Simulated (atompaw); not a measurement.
## PBE PAW (atompaw) dataset for La, scalar-relativistic all-electron reference.

```
Element                 : lanthanum
Generator               : atompaw 4.2.0.5
Type                    : PAW
Functional              : PBE
Relativity              : scalar-relativistic
Frozen core             : [Kr] 4d10
Valence charge          : 11
Reference configuration : 4f0 5s2 5p6 5d1 6s2 6p0
Partial waves           : 5s (bound): rc 2.10 bohr; 6s (bound): rc 3.00 bohr; 5p (bound): rc 2.55 bohr; 6p (bound, empty): rc 2.65 bohr; 5d (bound): rc 3.00 bohr; 5d channel at 0.3 Ry: rc 3.00 bohr; 4f (bound, empty): rc 1.80 bohr; 4f channel at 0.05 Ry: rc 1.80 bohr
Local potential         : troulliermartins scheme with l = 4 at 0 Ry, radius 2.70 bohr
Core correction         : smooth core density matched at 2.90 bohr
Augmentation charge     : sinc compensation charge, radius 2.50 bohr; PAW radius 3.00 bohr; waves and projectors: custom polynom vanderbiltortho
```

All-electron outer shells of the reference configuration (PBE, scalar-relativistic, ld1.x):

```csv
shell,level (eV),outermost node (bohr),outermost maximum (bohr)
4p,-200.00,0.34,0.63
4d,-103.85,0.32,0.68
5s,-38.92,0.77,1.41
5p,-22.40,0.83,1.58
4f,-4.35,–,0.75
6s,-3.68,1.86,3.84
5d,-3.09,0.95,2.21
6p,-1.35,2.21,4.93
```

**Question.** Estimate the cutoffs (Ry, on a coarse ladder) from which the occupation-weighted sum of valence levels, in a spherical-Bessel basis at the reference potential, stays within 10 and 1 mRy of its value at 400 Ry.

**Answer.** 12 Ry and 21 Ry. The cutoffs count occupied waves only; the empty 4f level needs 35 Ry at the loose tolerance.

**Question.** What does a ghost test show?

**Answer.** No extra level below or beside the all-electron valence levels (s, p, d, f tested).

**Question.** Is the overlap operator S = 1 + Σ q|β⟩⟨β| positive definite (Bessel basis up to 400 Ry)?

**Answer.** Yes: its lowest eigenvalue is 0.63 (s channel).
